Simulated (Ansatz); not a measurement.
`S[SiH2][GeH3]` → GeH₄ + `[SiH]S` at 298.15 K and 1 bar (silylene formation by 1,1-elimination).

Isolated molecules relaxed with PBE0-D4/def2-TZVP in Ansatz; ΔE leaves out vibrations. CCSD(T)/CBS adds triple-zeta CCSD(T) − MP2 to the extrapolated MP2 energy (def2 sets, frozen cores). This one scheme is used for every species. For Ge outer-core shells are correlated without core-valence functions, which leaves a few kJ/mol of doubt a bond. Scalar relativity is left out up to krypton. One conformer a species, not always the lowest.

```
        species  CCSD(T)/CBS energy (Eh)  H − E (kJ/mol)  S (J/(mol·K))
`S[SiH2][GeH3]`              -2766.59259           151.4          348.1
           GeH₄              -2078.49493            88.5          217.3
       `[SiH]S`               -688.02937            55.9          256.4
```

H − E and S are ideal-gas, rigid-rotor, harmonic terms from PBE0-D4/def2-TZVP, for one conformer and one mirror image of each species. 1 Eh = 2625.50 kJ/mol, R = 8.31446 J/(mol·K).

Problem. By hand: ΔE, ΔH, ΔS and ΔG.

Solution. ΔE = (-2078.49493) + (-688.02937) − (-2766.59259) = 0.06829 Eh = 179.3 kJ/mol. Δ(H − E) = 88.5 + 55.9 − 151.4 = -7.0, so ΔH = 172.3 kJ/mol. ΔS = 217.3 + 256.4 − 348.1 = 125.6 J/(mol·K). ΔG = 172.3 − 298.15 × (125.6)/1000 = 134.9 kJ/mol.

Problem. By hand: the equilibrium constant, and the temperature at which ΔG would vanish if ΔH and ΔS stayed fixed.

Solution. log₁₀ K = −ΔG/(RT ln 10) = -23.6. ΔG = 0 at ΔH/ΔS = 1372 K.

The number of gas molecules changes by +1, which sets the sign of ΔS. A doubt of 5 kJ/mol in ΔE shifts log₁₀ K by 0.9 here. Other conformers and mirror images would add mixing entropy, several J/(mol·K) or more a flexible species. These are equilibria of isolated gas molecules and say nothing of rates. Largest T1 diagnostic: 0.016 (customary marks: 0.02 for closed shells, 0.045 for open ones).
